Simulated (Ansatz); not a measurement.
`FC(F)(F)c1cc2sc(-c3cc4sc(-c5cc6sc(-c7cc8sc(C(F)(F)F)cc8s7)cc6s5)cc4s3)cc2s1`. The state is a triplet with charge 0. Geometry PBE-D4/def2-SVP, that of the neutral singlet.

Cartesian coordinates in Å:
```
F -8.191 8.212 -6.830
C -7.308 8.789 -5.977
F -8.018 9.497 -5.069
F -6.579 9.666 -6.710
C -6.443 7.775 -5.294
C -6.404 7.510 -3.936
C -5.476 6.473 -3.651
S -4.931 5.666 -2.210
C -3.850 4.629 -3.150
C -3.033 3.643 -2.484
C -1.877 3.024 -2.966
C -1.353 2.101 -2.030
S 0.026 1.041 -1.989
C -0.400 0.475 -0.368
C 0.417 -0.507 0.301
C 0.301 -0.964 1.617
C 1.282 -1.935 1.920
S 1.689 -2.875 3.328
C 3.031 -3.651 2.476
C 3.845 -4.626 3.159
C 3.774 -5.030 4.493
C 4.746 -6.018 4.791
S 5.189 -6.911 6.217
C 6.456 -7.739 5.331
C 7.297 -8.772 6.015
F 7.859 -8.293 7.152
F 6.574 -9.863 6.372
F 8.292 -9.190 5.201
C 6.542 -7.355 4.004
C 5.564 -6.372 3.698
S 5.118 -5.476 2.275
C 3.144 -3.198 1.160
C 2.158 -2.232 0.852
S 1.748 -1.297 -0.556
C -1.561 1.090 0.110
C -2.089 2.007 -0.828
S -3.470 3.065 -0.870
C -3.905 4.913 -4.514
C -4.821 5.960 -4.790
S -5.356 6.769 -6.234
H -7.019 8.046 -3.203
H -1.430 3.262 -3.939
H -0.456 -0.592 2.318
H 3.049 -4.618 5.207
H 7.278 -7.774 3.306
H 3.918 -3.556 0.467
H -2.000 0.869 1.091
H -3.327 4.362 -5.267
```

Single mean-field runs in def2-SVP are fitted with def2-universal-jkfit. At PBE0-D4/def2-SVP a singlet of charge 0 lies 1.74 eV below the triplet at the same geometry.

**Question.** Estimate the α-spin orbital energies around the gap (eV) in Ansatz with PBE-D4/def2-SVP, PBE0-D4/def2-SVP.

**Answer.** 
```csv
orbital,PBE-D4/def2-SVP,PBE0-D4/def2-SVP
HOMO−5,-6.12,-7.29
HOMO−4,-6.05,-7.21
HOMO−3,-5.96,-7.13
HOMO−2,-5.63,-6.66
HOMO−1,-5.05,-6.02
HOMO,-3.34,-3.91
LUMO,-2.75,-2.37
LUMO+1,-2.19,-1.71
LUMO+2,-1.58,-0.91
LUMO+3,-1.45,-0.59
LUMO+4,-1.33,-0.49
LUMO+5,-1.25,-0.33
β HOMO,-5.44,-6.19
β LUMO,-4.73,-4.45
```
